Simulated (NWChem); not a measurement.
Species: GaNH4; SMILES [NH2][GaH2]

```xyz
6

Ga     0.0000     0.0000     0.3919
H      0.0000    -1.3966     1.0975
H      0.0000     1.3966     1.0975
N      0.0000     0.0000    -1.4191
H      0.0000    -0.8367    -1.9902
H      0.0000     0.8367    -1.9902
```
Atoms are numbered in this order, from 1.

Level: PBE0/def2-SVP (NWChem), optimised geometry, unscaled harmonic frequencies. 

| frequency (cm⁻¹) | IR intensity (km/mol) |
|---|---|
| 358 | 242.4 |
| 436 | 21.1 |
| 540 | 0.0 |
| 612 | 51.8 |
| 706 | 137.3 |
| 750 | 17.4 |
| 756 | 110.4 |
| 1526 | 24.3 |
| 1995 | 247.1 |
| 1997 | 55.8 |
| 3619 | 27.8 |
| 3727 | 33.4 |

| Quantity | Result |
|---|---|
| zero-point energy | 24.3 kcal/mol |
| thermal correction to the enthalpy at 298.15 K (with zero-point energy) | 27.5 kcal/mol |
| heat capacity Cv | 13.4 cal/(mol K) |
| entropy at 298.15 K and 1 atm (symmetry number 2) | 62.8 cal/(mol K) |
| dipole moment | 1.28 D |

Rigid rotor and harmonic oscillator.
